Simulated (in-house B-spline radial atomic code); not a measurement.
# BSE on G0W0@HF excitations of neutral xenon

Method: BSE on G0W0@HF. Computed with a B-spline radial code for spherical atoms: linear response of the closed shell [Kr] 4d10 5s2 5p6 with a statically screened interaction on G0W0 levels; scalar-relativistic (spin-free one-electron X2C), finite nucleus, no spin-orbit coupling, no double excitations, S, P, D and F terms only; shells from n = 3 respond. Only terms of natural parity with L up to 3 were computed.

Only levels near the gap carry their own quasi-particle shift, so the BSE energies are approximate.

Command:
```bash
python run_td.py task.json out
```
Settings (radii: box in bohr, nucleus in fm):
```
Z                        54
electrons                54
configuration            [Kr] 4d10 5s2 5p6
hamiltonian              x2c
method                   bse
box_radius               75
rms_radius               4.7859
intervals                76
```

Cost of the run: 63 s on 1 thread of Arm Neoverse N1 (shared host).

The lowest states, in the order of their Tamm-Dancoff energies; the method's threshold (minus the highest G0W0 level) is 12.981 eV. Labels give the largest channel, * marks a mixed state, and oscillator strengths are full-response dipole values. Energies in eV:

```
     state  full response  Tamm-Dancoff  oscillator strength
5p → 6s 3P          9.414         9.422                    -
5p → 6s 1P          9.677         9.685                0.389
5p → 6p 3S              ?             ?                    -
5p → 6p 3D         10.665        10.669                    -
5p → 6p 1D         10.740        10.742                    -
5p → 5d 3P         10.848        10.862                    -
5p → 6p 1S         10.928        10.955                    -
5p → 5d 3F              ?             ?                    -
5p → 5d 1F         11.230        11.232                    -
5p → 5d 1P         11.418        11.437                0.304
```

(1) Where does 5p → 5d 3F lie?

(2) Where does 5p → 6p 3S lie?

(3) How large is the singlet-triplet splitting of 5p → 6s (P terms) in Tamm-Dancoff?

(4) What polarisabilities and dispersion coefficient does the method give?

Answers

(1) At 10.978 eV in full response, 11.001 eV in Tamm-Dancoff.

(2) At 10.457 eV in full response, 10.465 eV in Tamm-Dancoff.

(3) 0.263 eV, from the unrounded values.

(4) Dipole 24.52 bohr³, quadrupole 186.9 bohr⁵, C6 261 hartree·bohr⁶ for two such species. Recommended dipole value: 27.32 ± 0.2 bohr³ (Schwerdtfeger and Nagle, table of static dipole polarizabilities (2023 update)), which includes relativity and correlation.
